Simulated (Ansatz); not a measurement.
Consider the cleavage of the Si–Si bond: `C=C(Cl)[SiH2][SiH3]` + H₂S → `C=C(Cl)[SiH2]S` + SiH₄.

Gas-phase electronic energies from Ansatz, PBE0-D4/def2-TZVP geometries. CCSD(T)/CBS adds triple-zeta CCSD(T) − MP2 to the extrapolated MP2 energy (def2 sets, frozen cores). This one scheme is used for every species. Functionals use def2-TZVPP. Each species was taken in one conformer, which may not be the lowest.

`C=C(Cl)[SiH2][SiH3]`:

Cartesian coordinates in Å:
```
C 0.583 -1.673 1.591
C 0.735 -0.483 1.025
Cl 2.332 0.175 0.794
Si -0.645 0.606 0.379
Si -0.404 0.919 -1.929
H 1.423 -2.270 1.926
H -0.414 -2.075 1.731
H -1.933 -0.071 0.693
H -0.594 1.917 1.080
H -0.370 -0.401 -2.613
H 0.848 1.659 -2.230
H -1.562 1.698 -2.447
```

H₂S:

```xyz
3

S    -0.086   -0.364    0.494
H     0.182   -0.600   -0.799
H    -0.096    0.964    0.306
```

`C=C(Cl)[SiH2]S`:

Cartesian coordinates in Å:
```
C -0.808 -1.574 -0.186
C -0.826 -0.268 0.054
Cl -2.153 0.453 0.910
Si 0.527 0.901 -0.486
S 1.449 1.893 1.159
H -1.605 -2.238 0.131
H 0.030 -2.008 -0.722
H 1.500 0.086 -1.257
H -0.038 1.993 -1.311
H 1.924 0.761 1.707
```

SiH₄:

Cartesian coordinates in Å:
```
Si 0.000 0.000 0.000
H 0.104 0.745 1.280
H -0.018 -1.458 0.276
H 1.166 0.327 -0.859
H -1.252 0.387 -0.697
```

```json
{"level": "PBE-D4", "ΔE (kcal/mol)": "-11.4", "difference from CCSD(T)/CBS": "2.4"}
{"level": "PBE0-D4", "ΔE (kcal/mol)": "-12.2", "difference from CCSD(T)/CBS": "1.6"}
{"level": "ωB97X-V", "ΔE (kcal/mol)": "-13.5", "difference from CCSD(T)/CBS": "0.3"}
{"level": "B2PLYP", "ΔE (kcal/mol)": "-14.5", "difference from CCSD(T)/CBS": "-0.7"}
{"level": "PBE0", "ΔE (kcal/mol)": "-12.4", "difference from CCSD(T)/CBS": "1.4"}
{"level": "CCSD/def2-TZVPP", "ΔE (kcal/mol)": "-13.5", "difference from CCSD(T)/CBS": "0.3"}
{"level": "CCSD(T)/def2-TZVPP", "ΔE (kcal/mol)": "-13.5", "difference from CCSD(T)/CBS": "0.3"}
{"level": "MP2/def2-QZVPP", "ΔE (kcal/mol)": "-15.9", "difference from CCSD(T)/CBS": "-2.1"}
{"level": "SCS-MP2/def2-QZVPP", "ΔE (kcal/mol)": "-15.7", "difference from CCSD(T)/CBS": "-1.9"}
{"level": "CCSD/CBS(def2)", "ΔE (kcal/mol)": "-13.9", "difference from CCSD(T)/CBS": "-0.1"}
{"level": "CCSD(T)/CBS", "ΔE (kcal/mol)": "-13.8", "difference from CCSD(T)/CBS": "0"}
```

Largest T1 diagnostic among the species: 0.012.

From PBE to PBE0 (25 % exact exchange), in def2-TZVPP and without D4, ΔE moves by −0.8 kcal/mol.
